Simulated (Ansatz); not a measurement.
Ansatz (an electronic-structure program) input (PBE0/6-31G*):

Ansatz 0.2 input:
```yaml
crystal:
  periodic: [false, false, false]
  atoms:
    - {symbol: C, position_ang: [-1.27181763, 0.04497988, 0.05803607]}
    - {symbol: C, position_ang: [-0.79276306, -1.25623525, -0.06932325]}
    - {symbol: C, position_ang: [0.57274402, -1.36504895, -0.13660615]}
    - {symbol: C, position_ang: [1.30015021, -0.05938108, -0.06042966]}
    - {symbol: S, position_ang: [-0.00424744, 1.23162066, 0.10135521]}
    - {symbol: H, position_ang: [-2.30176463, 0.35411401, 0.12743714]}
    - {symbol: H, position_ang: [-1.45871037, -2.10793787, -0.11083390]}
    - {symbol: H, position_ang: [1.11161647, -2.29592116, -0.23609882]}
    - {symbol: H, position_ang: [1.97096976, 0.00686322, 0.80157416]}
    - {symbol: H, position_ang: [1.89596663, 0.15106361, -0.95382408]}
basis:
  gaussian:
    orbitals: 6-31G*
hamiltonian:
  xc: {name: PBE0}
magnetization: {spin_polarized: true, initial_magnetization: 1}
```

End of the output:

```
integrals: 0.04 GiB planned
909 factors; integrals over basis functions are off by at most 1.8e-3 eV
mean field: 0.54 GiB planned
mean field evaluation 1: about -15048.0857 eV, gradient 3.3e1 eV
mean field evaluation 2: about -15043.8847 eV, gradient 4.3e1 eV
mean field evaluation 4: about -15053.7623 eV, gradient 3.3e0 eV
mean field evaluation 8: about -15054.1205 eV, gradient 3.6e-1 eV
mean field evaluation 16: about -15054.1235 eV, gradient 1.4e-3 eV
mean field -15054.12352822 eV, -553.2288356106 hartree, gradient 7.9e-5 eV, S^2 0.780577; 0 other end points of the search recorded, 0 dependent functions left out
reference -15054.12354603 eV, -553.2288362653 hartree; 23, 22 occupied and 66, 67 virtual orbitals, 909 factors
Total energy: -15054.12354603 eV, -553.2288362653 hartree
```

It need not be the lowest isomer of its formula.
